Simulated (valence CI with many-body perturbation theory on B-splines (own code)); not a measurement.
**Ga X: calculated level list**

Method: relativistic CI+MBPT: four valence electrons over a frozen Dirac-Fock core [Ar], radial functions for each j: 7 s, 7 p, 8 d, 6 f, 4 g, 1 h, with the one-electron correlation potential Σ1 (screened to all orders), the two-electron term Σ2, the three-electron term Σ3, Breit, model QED; selected single and double excitations, second order for the rest, scaled by the run's own slope (own B-spline code, finite nucleus).

No measured spectrum was set against this ion. As an estimate, terms of the open shell hold to 2 to 4 % of their energy, and close levels can change places. Only levels of the ground parity were solved; by the run's estimate the other parity begins above the list, which can be wrong where configurations are misplaced.

Levels 1 to 31 of 31, with energies above the lowest level, 3d4 5D_0. "Leading %" is the weight of the configuration and term that name the level; weights of strongly mixed levels are sums over their largest components and can fall short, so below about 35 % the name and the second component can differ from the true leading terms, or belong to a minority configuration. Lifetimes count E1, E2, E3, M1 and M2 decay at the calculated energies, and are blank where another channel may lead or the interval is too uncertain; long ones can be off by a factor of two.

```
No.  Configuration  Term  J  E (cm⁻¹)  Leading %      g  Second component  Lifetime
  1            3d4    5D  0       0.0         98                                   
  2            3d4    5D  1       665         99  1.500                      63.6 s
  3            3d4    5D  2      1835         99  1.499                      11.1 s
  4            3d4    5D  3      3354         99  1.499                      6.18 s
  5            3d4    5D  4      5118         99  1.498                      6.76 s
  6            3d4    3P  0     38208         95                            25.8 ms
  7            3d4    3H  4     39858         88  0.835        6 % 3d4 3G    922 ms
  8            3d4    3H  5     41391         94  1.042        6 % 3d4 3G    10.3 s
  9            3d4    3P  1     42074         98  1.492                     31.0 ms
 10            3d4    3H  6     42668         98  1.163                      22.9 s
 11            3d4    3F  3     44734         75  1.002       24 % 3d4 3G   62.7 ms
 12            3d4    3F  2     44991         98  0.671                      100 ms
 13            3d4    3F  4     45500         77  1.187       12 % 3d4 3G   45.3 ms
 14            3d4    3P  2     47493         97  1.490                     50.8 ms
 15            3d4    3G  3     50190         75  0.832       24 % 3d4 3F    147 ms
 16            3d4    3G  4     51062         79  1.069       13 % 3d4 3F    243 ms
 17            3d4    3G  5     52134         94  1.190        6 % 3d4 3H    255 ms
 18            3d4    3D  3     61406         98  1.330                     60.9 ms
 19            3d4    1I  6     61537         98  1.002                      140 ms
 20            3d4    3D  2     61944         94  1.166                     62.4 ms
 21            3d4    3D  1     62755         99  0.507                     51.1 ms
 22            3d4    1G  4     62967         89  1.009        6 % 3d4 3F   39.1 ms
 23            3d4    1S  0     68882         96                            26.3 ms
 24            3d4    1D  2     77983         94  1.005                     32.1 ms
 25            3d4    1F  3     87315         96  1.003                            
 26            3d4    3P  2    102060         99  1.494                     33.1 ms
 27            3d4    3F  4    103420         98  1.246                            
 28            3d4    3F  2    103920         99  0.669                     23.5 ms
 29            3d4    3F  3    104300         97  1.081                            
 30            3d4    3P  1    106010        100  1.499                            
 31            3d4    3P  0    107940         99
```

The ionisation energy to 3d3 4F_3/2 of the next ion comes out as 243.54 eV (NIST: 244 ± 2.5 eV (theoretical)). All 31 levels together are meant to be complete up to 112290 cm⁻¹.
